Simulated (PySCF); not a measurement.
Compound: C2H6BN.
Bonds: B1–N2, N2–C3 (triple), C3–C4. Hydrogens: H5, H6, H7 on B1; H8, H9, H10 on C4.

Computed, not measured: core-valence-separated Tamm–Dancoff BHandHLYP/aug-pcX-1 (pcseg-1 on H) in PySCF, non-relativistic, gas phase, PBE0-D3(BJ)/def2-SVP geometry. The energies are unshifted.

**Question.** List the nitrogen K-edge absorption lines.

**Answer.** 
| E (eV) | f | core hole on | main final orbital | polarisation |
| --- | --- | --- | --- | --- |
| 398.22 | 0.1213 | N2 | LUMO+1/LUMO+2 (2 roots, f summed) | across the triple bond |
| 402.26 | 0.0016 | N2 | LUMO (76 %) | along the triple bond |
| 403.81 | 0.0001 | N2 | LUMO+3 (71 %) | – |
| 403.91 | 0.0005 | N2 | LUMO+4/LUMO+5 (2 roots, f summed) | – |
| 404.88 | 0.0013 | N2 | LUMO+6 (91 %) | along the triple bond |

The first line with a tenth or more of the strongest one's intensity is at 398.22 eV (f = 0.121, sum of 2), with the hole on N2 (nitrogen bonded to B and C), polarised across the triple bond: a 1s→π* resonance. It is also the strongest listed.

**Question.** Give energies, oscillator strengths and core holes at the B K edge.

**Answer.** 
```
E (eV)       f  core hole on                 main final orbital
188.01  0.0004            B1  LUMO+1/LUMO+2 (2 roots, f summed)
188.68  0.0025            B1                        LUMO (77 %)
189.63  0.0026            B1                      LUMO+3 (43 %)
189.85  0.0151            B1  LUMO+4/LUMO+5 (2 roots, f summed)
190.11  0.0034            B1                      LUMO+6 (59 %)
```

The first line with a tenth or more of the strongest one's intensity is at 188.68 eV (f = 0.003), with the hole on B1 (four-coordinate boron). The strongest listed is at 189.85 eV (f = 0.015, sum of 2; B1).

**Question.** Give energies, oscillator strengths and core holes at the C K edge.

**Answer.** 
| E (eV) | f | core hole on | main final orbital | polarisation |
| --- | --- | --- | --- | --- |
| 284.43 | 0.1348 | C3 | LUMO+1/LUMO+2 (2 roots, f summed) | across the triple bond |
| 286.73 | 0.0197 | C4 | LUMO/LUMO+1/LUMO+2 (3 roots, f summed) | – |
| 287.85 | 0.0008 | C3 | LUMO (78 %) | – |
| 288.06 | 0.0582 | C4 | LUMO+4/LUMO+5 (2 roots, f summed) | – |
| 288.47 | 0.0421 | C4 | spread | – |
| 288.70 | 0.0183 | C4 | LUMO+3 (80 %) | – |
| 289.64 | 0.0025 | C3 | LUMO+3 (84 %) | along the triple bond |

The first line with a tenth or more of the strongest one's intensity is at 284.43 eV (f = 0.135, sum of 2), with the hole on C3 (triply bonded carbon), polarised across the triple bond: a 1s→π* resonance. It is also the strongest listed.

Roots within 0.03 eV whose holes lie on the same, on equivalent or on shared atoms are summed into one line, and the highest roots are left out, as the search may have cut off their partners. Final orbitals are the ground state's empty Kohn–Sham orbitals. A dash: too weak, shared between unlike atoms, or no plane or axis to refer to.

The list ends where the root search ended, not at a threshold.

Rough CPU time on one thread of a shared machine: about 19 s.
